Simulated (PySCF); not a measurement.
# ECD: `[C@@H]1(S)[C@H](C)C[C@@H](F)C1`, C6H11FS

Molfile (atoms numbered from 1):
```
C6H11FS
     RDKit          3D

 19 19  0  0  0  0  0  0  0  0999 V2000
   -1.8275    0.7276   -0.7644 C   0  0  0  0  0  0  0  0  0  0  0  0
   -0.3431    0.4841   -0.5473 C   0  0  2  0  0  0  0  0  0  0  0  0
    0.1165   -0.9248   -0.9267 C   0  0  0  0  0  0  0  0  0  0  0  0
    1.5069   -1.0375   -0.3059 C   0  0  1  0  0  0  0  0  0  0  0  0
    2.4580   -0.6246   -1.2246 F   0  0  0  0  0  0  0  0  0  0  0  0
    1.5140   -0.0817    0.8969 C   0  0  0  0  0  0  0  0  0  0  0  0
    0.1474    0.6094    0.8997 C   0  0  2  0  0  0  0  0  0  0  0  0
   -0.9440   -0.2669    2.1015 S   0  0  0  0  0  0  0  0  0  0  0  0
   -2.1075    1.7196   -0.4150 H   0  0  0  0  0  0  0  0  0  0  0  0
   -2.4213   -0.0136   -0.2344 H   0  0  0  0  0  0  0  0  0  0  0  0
   -2.0621    0.6598   -1.8237 H   0  0  0  0  0  0  0  0  0  0  0  0
    0.2281    1.2096   -1.1382 H   0  0  0  0  0  0  0  0  0  0  0  0
    0.1519   -1.0841   -2.0027 H   0  0  0  0  0  0  0  0  0  0  0  0
   -0.5457   -1.6651   -0.4767 H   0  0  0  0  0  0  0  0  0  0  0  0
    1.7837   -2.0636   -0.0462 H   0  0  0  0  0  0  0  0  0  0  0  0
    1.6960   -0.6106    1.8315 H   0  0  0  0  0  0  0  0  0  0  0  0
    2.3114    0.6497    0.7587 H   0  0  0  0  0  0  0  0  0  0  0  0
    0.2043    1.6428    1.2417 H   0  0  0  0  0  0  0  0  0  0  0  0
   -1.8769    0.6790    2.1683 H   0  0  0  0  0  0  0  0  0  0  0  0
  1  2  1  0
  2  3  1  0
  3  4  1  0
  4  5  1  0
  4  6  1  0
  6  7  1  0
  7  8  1  0
  7  2  1  0
  1  9  1  0
  1 10  1  0
  1 11  1  0
  2 12  1  6
  3 13  1  0
  3 14  1  0
  4 15  1  1
  6 16  1  0
  6 17  1  0
  7 18  1  1
  8 19  1  0
M  END
```

Method used: TDDFT CAM-B3LYP/def2-SVPD circular dichroism and optical rotation, one conformer, gas phase (PySCF). Geometry: GFN2-xTB.

The molecule is flexible and this is one conformer; a measurement averages over conformers. States above about 8.3 eV (minus the energy of the highest occupied orbital) lie near or above the ionisation threshold and depend on the basis.

(1) Assign R or S to each stereocentre.

(2) List the lowest 16 singlet excitations with oscillator and rotatory strengths.

Results:

(1) C2 R, C4 R, C7 S.

(2) Rotatory strengths R in 10⁻⁴⁰ esu² cm², velocity form and length form (origin at the centre of mass); f in length form.
| state | E (eV) | λ (nm) | f | R (velocity) | R (length) | main |
| --- | --- | --- | --- | --- | --- | --- |
| 1 | 5.55 | 223 | 0.003 | -9.5 | -8.6 | HOMO→LUMO+1 0.44, HOMO→LUMO 0.32 |
| 2 | 6.11 | 203 | 0.025 | -9.4 | -9.0 | HOMO→LUMO 0.54, HOMO→LUMO+1 0.38 |
| 3 | 7.09 | 175 | 0.012 | +9.3 | +8.1 | HOMO→LUMO+2 0.86 |
| 4 | 7.38 | 168 | 0.046 | +12.0 | +12.2 | HOMO→LUMO+3 0.41, HOMO→LUMO+4 0.26 |
| 5 | 7.80 | 159 | 0.005 | -17.2 | -17.7 | HOMO→LUMO+3 0.46, HOMO→LUMO+4 0.32 |
| 6 | 8.01 | 155 | 0.023 | +3.7 | +3.8 | HOMO→LUMO+6 0.31, HOMO−1→LUMO 0.26 |
| 7 | 8.16 | 152 | 0.032 | +5.3 | +8.5 | HOMO−1→LUMO 0.45, HOMO→LUMO+6 0.28 |
| 8 | 8.30 | 149 | 0.034 | +16.7 | +15.2 | HOMO→LUMO+5 0.55, HOMO→LUMO+8 0.16 |
| 9 | 8.45 | 147 | 0.017 | +9.0 | +7.6 | HOMO→LUMO+7 0.42, HOMO→LUMO+9 0.14 |
| 10 | 8.52 | 146 | 0.115 | +15.0 | +13.8 | HOMO−1→LUMO+1 0.48, HOMO→LUMO+10 0.12 |
| 11 | 8.59 | 144 | 0.007 | +2.2 | +1.6 | HOMO→LUMO+8 0.52, HOMO→LUMO+5 0.12 |
| 12 | 8.71 | 142 | 0.025 | +13.1 | +13.2 | HOMO→LUMO+10 0.30, HOMO→LUMO+7 0.14 |
| 13 | 8.81 | 141 | 0.009 | -4.1 | -3.9 | HOMO−2→LUMO 0.58, HOMO−2→LUMO+1 0.11 |
| 14 | 8.85 | 140 | 0.002 | +2.0 | +1.9 | HOMO→LUMO+9 0.41, HOMO→LUMO+7 0.14 |
| 15 | 8.91 | 139 | 0.002 | -1.2 | -1.0 | HOMO−3→LUMO 0.43, HOMO−3→LUMO+1 0.20 |
| 16 | 9.01 | 138 | 0.020 | -18.1 | -17.7 | HOMO−2→LUMO+2 0.60 |

Among the states computed, the strongest CD band (largest |R|) is state 16. The largest dissymmetry factor in size, g = 4R/(D+G), with D and G the electric and magnetic dipole strengths, is -0.046 for state 5 (velocity form, f = 0.004), among bands with |R| over 0.5. The mirror image has the same energies and oscillator strengths and all R with the opposite sign.
